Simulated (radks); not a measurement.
Values are calculated unless marked as measured or tabulated.
Valence configurations of Dy II (all share [Xe]). Code: a radial shooting solver on a logarithmic mesh with Libxc functionals. Model: Dirac Kohn-Sham, PBE, spin-unpolarised, spherical densities, finite nucleus; open shells fill j = l - 1/2 first; Fermi nuclear charge, rms radius 5.2218 fm. Energies are relative to 4f10 6s1; eigenvalues in eV.

valence              E (eV)  e(4f5/2)  e(4f7/2)  e(5d3/2)  e(6p1/2)  e(6s1/2)
4f10 6s1              0.000    -9.907    -9.031         -         -    -8.839
4f10 5d0.5 6s0.5      0.960    -8.998    -8.123    -6.423         -    -8.434
4f9.5 5d0.5 6s1       1.533   -12.786   -11.879    -7.717         -    -9.188
4f9.5 6s1 6p0.5       2.562   -14.453   -13.544         -    -6.539    -9.961
4f10 6p1              3.167   -11.064   -10.188         -    -6.317         -
4f9 6s2               3.401   -18.291   -17.351         -         -   -10.437
4f9 5d1 6s1           4.203   -15.902   -14.964    -8.410         -    -9.497
4f9 5d0.5 6s1 6p0.5   5.497   -17.626   -16.686    -9.593    -6.718   -10.271
4f9 6s1 6p1           7.085   -19.414   -18.474         -    -7.316   -11.031
4f8 6s1 6p2          22.834   -30.289   -29.283         -    -8.727   -13.035

NIST lists [Xe] 4f10 6s1 as the ground configuration; this level of theory agrees among the configurations tried. The energies are those of spherical spin-averaged densities, not of single terms.
